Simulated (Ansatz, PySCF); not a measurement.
H$_{6}$O$_{7}$Si$_{2}$, triplet, at the geometry of the source list (a higher spin typed on purpose: for a closed-shell molecule this is an excited state) (in this run its highest filled SCF level lies above zero, so its values depend strongly on the basis, on diffuse functions most of all). Base run: PySCF with MP2/STO-3G.

Here is a job for PySCF.
```python
from pyscf import gto, scf, mp

mol = gto.Mole()
mol.atom = '''
    O     2.808100    0.416000    0.647600
    Si    1.463100   -0.424400    0.326900
    O     1.660500   -1.346300   -0.986800
    O     1.130800   -1.366900    1.598400
    O     0.274900    0.665700    0.048100
    Si   -1.296400    0.507700   -0.287700
    O    -1.741800    1.818200   -1.141000
    O    -1.488100   -0.893400   -1.092300
    O    -2.244100    0.431200    1.023400
    H     3.161800    0.981300   -0.030600
    H     0.876400   -1.760700   -1.340100
    H     1.171700   -0.994500    2.474200
    H    -1.173800    2.118400   -1.844100
    H    -2.330500   -1.333000   -1.006200
    H    -2.272800    1.180800    1.610100
'''
mol.basis = 'sto-3g'
mol.charge = 0
mol.spin = 2
mol.verbose = 4
mol.build()

mf = scf.UHF(mol)
mf.kernel()

pt = mp.MP2(mf)
pt.kernel()
print('E(MP2) = %.10f' % pt.e_tot)
```

The same geometry, method and basis name were run in Ansatz (an electronic-structure program) and PySCF, at each program's defaults and at the settings that a row names. The base is PySCF at its defaults. Differences at the defaults can come from grids, fitting, cores and function types together. The rows with settings made alike still differ; the cause (another SCF solution, basis table, core potential or functional code) wasn't traced.

| code and settings | ΔE vs base (mEh) | basis functions | E (Eh) | SCF cycles | SCF-reference dipole (D) |
|---|---|---|---|---|---|
| PySCF, defaults (exact integrals, spherical functions, all electrons correlated) | 0.000 | 59 | -1091.69827 | 20 | 4.14 |
| Ansatz, defaults (factorised integrals, spherical functions, frozen core) | 6.334 | 59 | -1091.69193 | - | - |
| PySCF, frozen core | 7.620 | 59 | -1091.69065 | 20 | 4.14 |
| Ansatz, high accuracy, frozen core | 6.295 | 59 | -1091.69197 | - | - |

Open shells are given as the SCF converged; they aren't shown to be the lowest states, and a large step between rows can be another state.
